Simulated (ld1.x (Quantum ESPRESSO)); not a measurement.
**What the settings do to the RRKJ potential of arsenic (As)**

Base potential:

ld1.x (Quantum ESPRESSO) 7.5 input, shortened:

```
&input
   title='As', zed=33., rel=1, dft='PBE', iswitch=3,
   config='[Ar] 3d10 4s2 4p1'
 /
 &inputp
   pseudotype=2, tm=.false., rho0=0.02, lloc=1,
   nlcc=.true., new_core_ps=.true., rcore=0.80
 /
3
4S  1  0   2.00   0.00  1.50  1.50  0.0
3D  3  2  10.00   0.00  0.85  0.85  0.0
4P  2  1   1.00   0.00  1.75  1.75  0.0
 &test
   configts(1)='3d10 4s2 4p1'
 /
```

All-electron outer shells of the reference configuration (PBE, scalar-relativistic, ld1.x):

| shell | level (eV) | outermost node (bohr) | outermost maximum (bohr) |
| --- | --- | --- | --- |
| 3p | -155.03 | 0.22 | 0.52 |
| 3d | -61.94 | – | 0.47 |
| 4s | -33.45 | 0.73 | 1.57 |
| 4p | -22.67 | 0.77 | 1.83 |

Cutoffs, loose and tight: the cutoffs (Ry, on a coarse ladder) from which the occupation-weighted sum of valence levels, in a spherical-Bessel basis at the reference potential, stays within 10 and 1 mRy of its value at 400 Ry. They do not see the model core or the augmentation charge, which bear on the density cutoff. Test errors are all-electron minus pseudo excitation energies from the reference, over the configurations 3d10 4s2 4p3; 3d10 4s2 4p2; 3d10 4s2 4p0; 3d10 4s1 4p4; 3d10 4s2 4p3.3; 3d9 4s2 4p3; 3d10 4s2 4p2.5. A dash means not determined; rows that change the core or the reference have their own tests.

A true bound ghost makes a file unfit for plane-wave use even where its test errors are small: the radial tests pick states by their node count and pass the ghost by.

| change | outcome | cutoff, loose | cutoff, tight | bound ghosts | largest test error (meV) |
| --- | --- | --- | --- | --- | --- |
| base | generated | 260 Ry | over 300 Ry | s | -1337 |
| all radii but the core radius scaled by about 0.76 (s 1.14, p 1.32, d 0.64 bohr) | failed: compute_chi: n is too large | – | – | – | – |
| all radii but the core radius scaled by about 0.88 (s 1.32, p 1.54, d 0.74 bohr) | generated | over 300 Ry | over 300 Ry | none | -1349 |
| all radii but the core radius scaled by about 0.95 (s 1.42, p 1.66, d 0.80 bohr) | generated | 300 Ry | over 300 Ry | s | -1359 |
| all radii but the core radius scaled by about 1.20 (s 1.80, p 2.08, d 1.02 bohr) | generated | 230 Ry | 300 Ry | none | -1026 |
| all radii but the core radius scaled by about 1.29 (s 1.94, p 2.26, d 1.10 bohr) | generated | 200 Ry | 300 Ry | none | -808 |
| all radii but the core radius scaled by about 1.37 (s 2.06, p 2.40, d 1.16 bohr) | generated | 180 Ry | 260 Ry | none | -612 |

Problem. What comes out with this change to the base: all radii but the core radius scaled by about 1.09 (s 1.64, p 1.92, d 0.92 bohr)?

Solution. outcome: generated; cutoff, loose: 260 Ry; cutoff, tight: 300 Ry; bound ghosts: s; largest test error (meV): -1222.

Reading the sweep of the scale of all radii but the core radius (base = 1) (base included, trends over the rows without a ghost): The median size of the test errors (rows with all tests solved) is not monotonic: lowest 6.4 meV at 1.2, highest 9.9 meV at 1.37. Bound ghosts are found at 0.95, 1, 1.09. The generation fails at 0.76.
